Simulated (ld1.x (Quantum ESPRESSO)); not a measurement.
## Before and after: TM potential for magnesium

| Property | Result |
| --- | --- |
| Element | Mg (Z = 12) |
| Generator | ld1.x (Quantum ESPRESSO) 7.5 |
| Type | norm-conserving Troullier–Martins (Kleinman–Bylander form) |
| Functional | LDA (PZ) |
| Relativity | non-relativistic |
| Frozen core | [Ne] |
| Valence charge | 2 |
| Reference configuration | 3s1.75 3p0.25 |
| Partial waves | 3p (bound): rc 3.15 bohr; 3s (bound): rc 2.55 bohr |
| Local potential | the s channel |
| Core correction | none |

Change: core [He], valence charge 10; reference 2s2 2p6 3s1.5 3p0.5; waves now 2p (bound): rc 1.05 bohr; 2s (bound): rc 1.10 bohr; core correction a·sin(br)/r model core inside 0.45 bohr (3p, 3s counted twice).

Cutoffs: the cutoffs (Ry, on a coarse ladder) from which the occupation-weighted sum of valence levels, in a spherical-Bessel basis at the reference potential, stays within 10 and 1 mRy of its value at 400 Ry; they do not see the model core or the augmentation charge, which bear on the density cutoff. Errors are all-electron minus pseudo energies relative to the spin-unpolarised reference configuration.

**Question.** What does the change do?

**Answer.** The potential gets harder (6 Ry and 18 Ry → 160 Ry and 260 Ry); the miss of the reference levels goes from 0.00 to 0.17 eV; neither file shows a bound ghost at the reference potential, the only one tested. The added semicore shells are compact, so their waves need more plane waves. In the changed file ld1.x takes every shell without a wave as core, so the model core holds the 3p, 3s electrons as well and exchange and correlation see them twice. This cancels in the reference configuration, but the file is broken for other ones, and its errors say nothing about a proper core correction. Several settings change at once here, so the effects cannot be laid on one of them.

```tsv
quantity	base	changed
cutoff, loose	6 Ry	160 Ry
cutoff, tight	18 Ry	260 Ry
loose cutoff by channel (10 mRy a level)	p 6 Ry, s 6 Ry	p 140 Ry, s 35 Ry
bound ghosts	none	none
largest miss of a reference level, eV	0.00	0.17
tests counted (converged, no solver errors)	8 of 8	8 of 9
```

Changed file: Tests not counted: 2s1 2p6 3s2 3p0 (solver errors, printed error +2.3 meV). These tests converged, but a pseudo level misses the all-electron one widely, so the file describes the atom poorly there or has found another state: 2s2 2p6 3s0 3p0: empty 3s by 2.6 eV.
